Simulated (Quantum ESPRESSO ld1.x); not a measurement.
Question: The mean radii <r> (bohr) of the occupied orbitals of an atom or ion are listed with their occupations. All-electron calculation, scalar-relativistic Kohn-Sham, LDA (Slater exchange, VWN5 correlation), spin-polarised, spherical densities, point nucleus. Program: ld1.x of Quantum ESPRESSO 7.5.

| orbital | occ. | <r> |
|---|---|---|
| 1s up | 1 | 0.01744 |
| 1s down | 1 | 0.01744 |
| 2s up | 1 | 0.07364 |
| 2s down | 1 | 0.07364 |
| 2p up | 3 | 0.06626 |
| 2p down | 3 | 0.06626 |
| 3s up | 1 | 0.1906 |
| 3s down | 1 | 0.1906 |
| 3p up | 3 | 0.1914 |
| 3p down | 3 | 0.1914 |
| 3d up | 5 | 0.1733 |
| 3d down | 5 | 0.1733 |
| 4s up | 1 | 0.4236 |
| 4s down | 1 | 0.4236 |
| 4p up | 3 | 0.4508 |
| 4p down | 3 | 0.4508 |
| 4d up | 5 | 0.4787 |
| 4d down | 5 | 0.4786 |
| 5s up | 1 | 0.9784 |
| 5s down | 1 | 0.9753 |
| 4f up | 7 | 0.5360 |
| 4f down | 7 | 0.5344 |
| 5p up | 3 | 1.134 |
| 5p down | 3 | 1.130 |
| 5d up | 5 | 1.628 |
| 5d down | 2 | 1.642 |
| 6d up | 1 | 5.913 |

Name the element and its charge. Open shells, if any, are filled with parallel spins first.

Answer: Z = 77, iridium, charge +1: Ir+ in [Xe] 4f14 5d7 6d1. The 1s radius gives Z: for a bare nucleus <r> = (2 gamma + 1)/(2Z) with gamma = sqrt(1 - (Z/c)^2), 0.01724 bohr for Z = 77, and screening makes it slightly larger (0.01744 here). The occupations add up to 76, and the charge is Z minus that.
